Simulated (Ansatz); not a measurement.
Born–Oppenheimer molecular dynamics of AlClH₅NS (9 atoms, charge 0, multiplicity 1). It starts at the highest image of a converged band. Of that band: The profile has 2 maxima (images 2, 5) with wells between them (image 3): this band takes more than one step, which may be the mechanism or a detour left from its start path. Neighbouring images differ by up to 1.4 eV, so the band resolves the path poorly. A vibrational analysis at the climbing image gives one clearly imaginary mode, 1202i cm⁻¹: a first-order saddle point.

Level of theory: RHF/def2-SVP (Ansatz).

```
ensemble                      : NVE (velocity Verlet)
time step                     : 0.5 fs
steps asked                   : 200
starting velocities drawn for : 100 K
seed                          : 11036
```

First frame:

```xyz
9
Properties=species:S:1:pos:R:3
Al -0.126 0.387 -0.067
Cl -0.304 0.033 2.368
H 1.291 -0.144 -0.464
N -1.613 -0.059 -0.918
H -1.675 -0.853 -1.527
H -2.526 0.331 -0.788
S -0.099 2.633 0.678
H -1.407 2.879 0.538
H -0.231 1.482 1.959
```

Q: How far do the bonds stretch over the last three quarters of this one trajectory? (Pairs bonded in most of those frames.)

A: 
```csv
bond,mean (Å),spread (Å),shortest,longest
Al1–H3,1.568,0.014,1.55,1.59
Al1–N4,1.771,0.017,1.74,1.80
Al1–S7,2.243,0.068,2.15,2.36
Cl2–H9,1.279,0.023,1.24,1.31
N4–H5,1.003,0.006,0.99,1.01
N4–H6,1.002,0.004,0.99,1.01
S7–H8,1.339,0.015,1.32,1.36
```

Mean temperature of the second half: 564 K. The conserved energy stayed within 0.036 meV per atom of its start (net change -0.02 meV per atom), so the integration is sound. The kinetic energy rose, since the run started high on the potential surface and went downhill. It ends in pieces (AlH4NS + ClH), so much of that is their flight and rotation, not heat. A run of 0.1 ps of so small a system gives no equilibrium averages. The orbitals stay closed-shell, which can raise the energy where a bond breaks towards radicals; this wasn't checked here.

The run took 5.1 min on 1 thread of Arm Neoverse V1, on a shared host, peak memory 0.17 GiB.
